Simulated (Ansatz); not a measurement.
Correlation energies of ClH8NSi3, SMILES `[SiH3][SiH2]N[SiH2]Cl` by basis set

Z-matrix (Å, degrees):
```
Si
Si 1 2.343
H 1 1.487 2 111.4
H 1 1.487 2 111.6 3 122.3
H 1 1.489 2 107.0 3 -118.8
N 2 1.740 1 110.9 3 -58.6
H 2 1.490 1 109.7 3 -179.6
H 2 1.491 1 108.7 3 64.1
Si 6 1.706 2 127.6 1 14.6
H 6 1.012 2 115.5 1 -179.4
Cl 9 2.064 6 113.5 2 81.0
H 9 1.479 6 108.6 2 -36.6
H 9 1.479 6 109.7 2 -160.3
```

The species carries charge 0 and has multiplicity 1. Geometry: relaxed with PBE0-D4/def2-TZVP. It is one conformer, not always the lowest. Frozen core, restricted reference, Ansatz. CBS rows extrapolate triple and quadruple zeta; past MP2 they add the triple-zeta difference.

```json
{"basis": "def2-SVP", "HF (Eh)": "-1385.04047", "MP2 corr.": "-0.59943"}
{"basis": "def2-TZVPP", "HF (Eh)": "-1385.58183", "MP2 corr.": "-0.77568"}
{"basis": "def2-QZVPP", "HF (Eh)": "-1385.62492", "MP2 corr.": "-0.83884"}
```

Estimate the CCSD correlation energy and the (T) correction in each basis where they were run (hartree).


```csv
basis,CCSD corr.,(T)
def2-SVP,-0.67602,-0.01705
def2-TZVPP,-0.85228,-0.03268
CBS(def2),-0.96223,as TZ
```
